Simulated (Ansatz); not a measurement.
A relaxation, step by step

SiNH7Cl2O, singlet, PBE0-D4/def2-TZVP (Ansatz 0.2.0). Settings:

```yaml
hamiltonian: {xc: pbe0, dispersion: d4}
relax: {f_tol: 0.005, max_steps: 200}
```

Start, a step off a saddle point along its unstable mode:

```csv
atom,x (Å),y (Å),z (Å)
Si1,-1.2561,-0.5412,0.0760
Cl2,1.0326,-1.9367,0.4832
H3,-0.9374,-1.0019,-1.2667
H4,-1.6054,-1.4606,1.1518
Cl5,-3.0525,0.5327,-0.2290
H6,0.7156,0.8099,-0.1076
N7,-0.1354,0.8398,0.5577
H8,1.8487,-0.3983,-0.4251
O9,1.9008,0.5103,-0.7374
H10,-0.6413,1.7065,0.7019
H11,0.2987,0.5567,1.4594
H12,1.8315,0.3826,-1.6641
```

```tsv
step	energy less the last (meV)	largest force component (eV/Å)
1	519.5	1.907
2	258.7	0.657
3	211.6	1.761
4	77.1	0.620
5	42.7	0.349
6	17.5	0.398
7	9.5	0.576
8	3.3	0.205
9	0.7	0.075
10	0.3	0.017
11	0.1	0.042
12	0.1	0.030
13	0.0	0.015
14	0.0	0.011
15	0.0	0.007
16	0.0	0.003
```

Step 5, positions (Å) and forces (eV/Å):

```csv
atom,x,y,z,Fx,Fy,Fz
Si1,-1.126,-0.728,0.142,-0.119,0.234,-0.216
Cl2,0.786,-1.842,0.492,0.293,-0.349,0.245
H3,-1.030,-1.045,-1.281,0.043,-0.036,-0.165
H4,-1.756,-1.493,1.209,-0.166,-0.087,0.218
Cl5,-2.882,0.554,-0.214,0.000,0.066,0.107
H6,0.618,0.952,0.037,0.002,-0.023,-0.026
N7,-0.174,0.808,0.699,-0.073,0.015,-0.225
H8,1.940,-0.433,-0.593,0.071,-0.065,-0.232
O9,2.059,0.479,-0.918,-0.023,0.339,0.243
H10,-0.809,1.602,0.679,0.015,0.090,0.081
H11,0.238,0.692,1.620,-0.041,-0.052,0.060
H12,2.136,0.455,-1.871,-0.002,-0.133,-0.089
```

Last step (16):

```xyz
12
angstrom
Si -1.1456 -0.7257 0.1394
Cl 0.7863 -1.8701 0.6315
H -0.9749 -1.0917 -1.2734
H -1.8301 -1.4639 1.2087
Cl -2.8537 0.5926 -0.2675
H 0.6083 0.9306 0.0235
N -0.1741 0.7882 0.6981
H 1.9878 -0.4144 -0.6636
O 2.0261 0.5191 -0.9387
H -0.7769 1.6064 0.7360
H 0.2565 0.6107 1.6026
H 2.0900 0.5181 -1.8965
```

The run took 41 s on 8 CPU threads of an Arm Neoverse V1 (shared host), with 0.67 GiB of host memory at its peak.
